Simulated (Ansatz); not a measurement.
One change: `[CH3][Al]([CH3])[CH2]Cl` becomes `CB(C)CCl`.

Ansatz, PBE0-D4/def2-TZVP geometries, multiplicity 1. Each molecule was computed in one conformer, which needn't be the lowest.

| property | `[CH3][Al]([CH3])[CH2]Cl` |
| --- | --- |
| size of the dipole moment (PBE/def2-TZVPP) / D | 1.08 |
| HOMO–LUMO gap (ωB97M-V/def2-TZVPP) / eV | 11.17 |
| size of the dipole moment (B3LYP/def2-TZVPP) / D | 1.20 |
| HOMO energy (PBE0/def2-TZVPP) / eV | -7.62 |
| HOMO energy (PBE/def2-TZVPP) / eV | -6.33 |
| LUMO energy (ωB97M-V/def2-TZVPP) / eV | 1.31 |

(1) What does the change do to each property? (Estimate.)

## Answers

(1) Computed: 
| property | `CB(C)CCl` | shift |
| --- | --- | --- |
| size of the dipole moment (PBE/def2-TZVPP) / D | 1.62 | 0.54 |
| HOMO–LUMO gap (ωB97M-V/def2-TZVPP) / eV | 11.68 | 0.51 |
| size of the dipole moment (B3LYP/def2-TZVPP) / D | 1.72 | 0.52 |
| HOMO energy (PBE0/def2-TZVPP) / eV | -8.10 | -0.48 |
| HOMO energy (PBE/def2-TZVPP) / eV | -6.75 | -0.42 |
| LUMO energy (ωB97M-V/def2-TZVPP) / eV | 1.31 | 0.00 |

With PBE0 the HOMO falls by 0.48 eV and the LUMO falls by 0.41 eV, so the gap widens by about 0.07 eV. PBE moves the HOMO by -0.42 eV and ωB97M-V by -0.51 eV. Dipoles are sizes alone; their direction can turn.

B3LYP here is the variant with VWN-RPA as its local correlation; programs differ in this.
